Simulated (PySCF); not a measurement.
¹⁹F chemical shifts

[PySCF 2.14.0 with density-fitted response routines: NMR shieldings at PBE0/pcSseg-1/GIAO; structure optimised with GFN2-xTB; single conformer; fast rotation and ring inversion assumed for equivalent nuclei; no relativistic terms; no solvent model]

Shieldings were converted by a linear fit to measured shifts: ¹⁹F: δ = 146.13 − 0.903σ +14.6 on sp3 carbon (rms 6.0 ppm, 223 shifts, 7.0 ppm with the 5 outliers that the fit left out vs CFCl3, solution or neat liquid). A few per cent of atoms miss by over 2 rms, more outside the fitted compound classes.

(1) Give the ¹⁹F shifts of `C[C@@](F)([SiH3])C(F)(F)F`, `FC1=C[C@@H](F)[SiH2]C1`, `C#CC[C@@H](C)[Si@@H]1C[C@@H]1F`.

(2) Order these by ¹⁹F shift, lowest first.
A. C=C[C@@H](F)[SiH]1CC=CC1
B. C=C(F)[Si]1(CC)[SiH2]O[SiH2]1
C. CC[C@@H](OC)C(=O)F
D. FC(F)(F)Cc1ncno1

Answers

(1) 
```tsv
compound	environment	δ (ppm)
[CH3:1][C@@:2]([F:3])([SiH3:4])[C:5]([F:6])([F:7])[F:8]	F6/7/8: fluorine of a CF3 group (×3)	-77.5
[CH3:1][C@@:2]([F:3])([SiH3:4])[C:5]([F:6])([F:7])[F:8]	F3: fluorine on an sp3 carbon	-192.8
[F:1][C:2]1=[CH:3][C@@H:4]([F:5])[SiH2:6][CH2:7]1	F1: vinylic fluorine	-89.2
[F:1][C:2]1=[CH:3][C@@H:4]([F:5])[SiH2:6][CH2:7]1	F5: fluorine on an sp3 carbon	-196.7
C#CC[C@@H](C)[Si@@H]1C[C@@H]1F	fluorine on an sp3 carbon	-230.7
```

(2) A (-225.5 ppm, fluorine on an sp3 carbon), B (-89.5 ppm, vinylic fluorine), D (-63.8 ppm, fluorine of a CF3 group), C (25.0 ppm, fluorine bonded to C).
